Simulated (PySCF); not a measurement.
Cu (copper, neutral) across methods

[Ar] 3d10 4p1, 2P determinant (an excited configuration). All numbers are calculated (PySCF 2.14, scalar relativity by spin-free X2C-1e, in x2c-QZVPPall (11s7p6d4f2g, 108 functions)). The B2PLYP total includes its PT2 part (frozen core); its orbital energies are those of the SCF part.

| method | E (hartree) | mean ε 3d α (eV) | mean ε 3d β (eV) | mean ε 4p α (eV) | Σ⟨r²⟩ (bohr²) | ⟨S²⟩ |
| --- | --- | --- | --- | --- | --- | --- |
| B2PLYP | -1654.393 | -11.589 | -11.589 | -2.809 | 44.11 | 0.764 |
| LDA | -1651.817 | -7.351 | -7.288 | -2.103 | 41.95 | 0.784 |
| PBE0 | -1654.429 | -9.248 | -9.225 | -2.536 | 42.85 | 0.781 |
| r2SCAN | -1654.643 | -7.283 | -7.284 | -2.224 | 41.29 | 0.921 |
| TPSS | -1654.702 | -7.039 | -6.998 | -2.085 | 42.00 | 0.871 |
| UHF | -1653.07305 | -15.547 | -15.615 | -3.408 | 46.81 | 0.757 |
| PBE | -1654.447 | -7.130 | -7.072 | -2.110 | 42.19 | 0.837 |

Q: Estimate the same row for wB97X.

A: E (hartree) = -1654.716; mean ε 3d α (eV) = -11.864; mean ε 3d β (eV) = -11.854; mean ε 4p α (eV) = -3.723; Σ⟨r²⟩ (bohr²) = 43.40; ⟨S²⟩ = 0.766.
